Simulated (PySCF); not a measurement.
CF2, triplet, at a GFN2-xTB geometry; R2SCAN/def2-SVP run with PySCF.

The PySCF input:
```python
from pyscf import gto, scf, dft

mol = gto.M(
    atom='''
F    -1.12581513   -0.20827277    0.03627766
C    -0.01622539    0.50613994    0.03483249
F     1.13663206   -0.12915386   -0.05949931
''',
    basis='def2-svp',
    spin=2,
    verbose=4,
)

mf = dft.UKS(mol)
mf.xc = 'r2scan'
mf.kernel()
```

What the program printed (banner, timings and long lists left out):

```
PySCF version 2.14.0

[INPUT] verbose = 4
[INPUT] num. atoms = 3
[INPUT] num. electrons = 24
[INPUT] charge = 0
[INPUT] spin (= nelec alpha-beta = 2S) = 2
[INPUT] symmetry False subgroup None
[INPUT] Mole.unit = angstrom
[INPUT] Symbol           X                Y                Z      unit          X                Y                Z       unit  Magmom
[INPUT]  1 F     -1.125815130000  -0.208272770000   0.036277660000 AA   -2.127482262592  -0.393578494505   0.068554841840 Bohr   0.0
[INPUT]  2 C     -0.016225390000   0.506139940000   0.034832490000 AA   -0.030661543364   0.956465867304   0.065823866337 Bohr   0.0
[INPUT]  3 F      1.136632060000  -0.129153860000  -0.059499310000 AA    2.147923297800  -0.244065423330  -0.112437400501 Bohr   0.0

nuclear repulsion = 62.2236207122009
number of shells = 18
number of NR pGTOs = 72
number of NR cGTOs = 42
basis = def2-svp
ecp = {}

******** <class 'pyscf.dft.uks.UKS'> ********
method = UKS
initial guess = minao
damping factor = 0
level_shift factor = 0
DIIS = <class 'pyscf.scf.diis.CDIIS'>
diis_start_cycle = 1
diis_space = 8
diis_damp = 0
SCF conv_tol = 1e-09
SCF conv_tol_grad = None
SCF max_cycles = 50
direct_scf = True
direct_scf_tol = 1e-13
number electrons alpha = 13  beta = 11
XC library pyscf.dft.libxc version 7.1.2
    S. Lehtola, C. Steigemann, M. J. T. Oliveira, and M. A. L. Marques,  SoftwareX 7, 1–5 (2018)
XC functionals = r2scan
    J. W. Furness, A. D. Kaplan, J. Ning, J. P. Perdew, and J. Sun,  J. Phys. Chem. Lett. 11, 8208–8215 (2020)
    J. W. Furness, A. D. Kaplan, J. Ning, J. P. Perdew, and J. Sun,  J. Phys. Chem. Lett. 11, 9248–9248 (2020)
    J. W. Furness, A. D. Kaplan, J. Ning, J. P. Perdew, and J. Sun,  J. Phys. Chem. Lett. 11, 8208–8215 (2020)
    J. W. Furness, A. D. Kaplan, J. Ning, J. P. Perdew, and J. Sun,  J. Phys. Chem. Lett. 11, 9248–9248 (2020)
radial grids:
    Treutler-Ahlrichs [JCP 102, 346 (1995); DOI:10.1063/1.469408] (M4) radial grids

becke partition: Becke, JCP 88, 2547 (1988); DOI:10.1063/1.454033
pruning grids: <function nwchem_prune>
grids dens level: 3
symmetrized grids: False
atomic radii adjust function: <function treutler_atomic_radii_adjust>
small_rho_cutoff = 0
Set gradient conv threshold to 3.16228e-05
tot grids = 42648
init E= -237.65133103161

cycle= 1 E= -237.275798690248  delta_E= 0.376  |g|= 0.407  |ddm|=  1.5
cycle= 2 E= -237.140614051517  delta_E= 0.135  |g|= 0.741  |ddm|= 0.697
cycle= 3 E= -237.334495025906  delta_E= -0.194  |g|= 0.0531  |ddm|= 0.465
cycle= 4 E= -237.335486672029  delta_E= -0.000992  |g|= 0.0119  |ddm|= 0.0392
cycle= 5 E= -237.335551726936  delta_E= -6.51e-05  |g|= 0.0021  |ddm|= 0.0152
cycle= 6 E= -237.335554809693  delta_E= -3.08e-06  |g|= 0.00064  |ddm|= 0.00286
cycle= 7 E= -237.335555162431  delta_E= -3.53e-07  |g|= 0.000117  |ddm|= 0.00112
cycle= 8 E= -237.335555174056  delta_E= -1.16e-08  |g|= 2.43e-05  |ddm|= 0.00019
cycle= 9 E= -237.335555174173  delta_E= -1.17e-10  |g|= 2.11e-05  |ddm|= 2.83e-05
Extra cycle  E= -237.335555173817  delta_E= 3.56e-10  |g|= 3.9e-05  |ddm|= 3.45e-05
converged SCF energy = -237.335555173817  <S^2> = 2.0046381  2S+1 = 3.0030904
```
